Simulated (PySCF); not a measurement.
Atom-mapped SMILES (the numbers label the heavy atoms): `[CH3:1][S+:2]([CH3:3])[CH2:4][O:5][SiH3:6]`. Each H is labelled by its parent atom.

Geometry: PBE0-D3(BJ)/def2-SVP; GIAO shifts from PySCF 2.14, gas phase, non-relativistic, averaged over equivalent atoms.

At PBE/pcSseg-1 (171 basis functions, 30 s wall time on 1 thread of an Arm Neoverse V1, shared host):
```json
{"atoms": "C4", "δ (ppm)": "94.7"}
{"atoms": "C1/C3", "δ (ppm)": "24.7"}
{"atoms": "S2", "δ (ppm)": "79.3"}
{"atoms": "O5", "δ (ppm)": "53.0"}
{"atoms": "Si6", "δ (ppm)": "-2.2"}
{"atoms": "H(C4)", "δ (ppm)": "5.34"}
{"atoms": "H(Si6)", "δ (ppm)": "5.30"}
{"atoms": "H(C1)/H(C3)", "δ (ppm)": "2.66"}
```

Scale: TMS for 13C (σref 180.03), 29Si (σref 334.61), 1H (σref 31.20); 33S (σref 490.84) vs CS2; 17O (σref 334.63) against H2O (reference shieldings calculated alike).

**Question.** What do these become at PBE0/pcSseg-1?

**Answer.** 
| atoms | δ at PBE0/pcSseg-1 | change |
| --- | --- | --- |
| C4 | 90.3 | -4.4 |
| C1/C3 | 23.8 | -0.9 |
| S2 | 50.1 | -29.2 |
| O5 | 36.4 | -16.6 |
| Si6 | -3.4 | -1.2 |
| H(C4) | 5.19 | -0.15 |
| H(Si6) | 5.13 | -0.17 |
| H(C1)/H(C3) | 2.71 | +0.05 |

Chemical shifts δ = σref − σ; 13C (σ = 184.41 ppm), 29Si (σ = 351.99 ppm), 1H (σ = 31.27 ppm) vs TMS; 33S (σ = 495.66 ppm) vs CS2; H2O for 17O (σ = 334.56 ppm), all at this level.

The largest change is at S2 (sulfur bonded to 3 C). Cost: 171 basis functions, 21 s wall time on 1 thread of an Arm Neoverse V1, shared host.

Experimental scales use liquid or dissolved standards, which lie at an offset from isolated H2O (liquid H2O: subtract about 36 ppm).
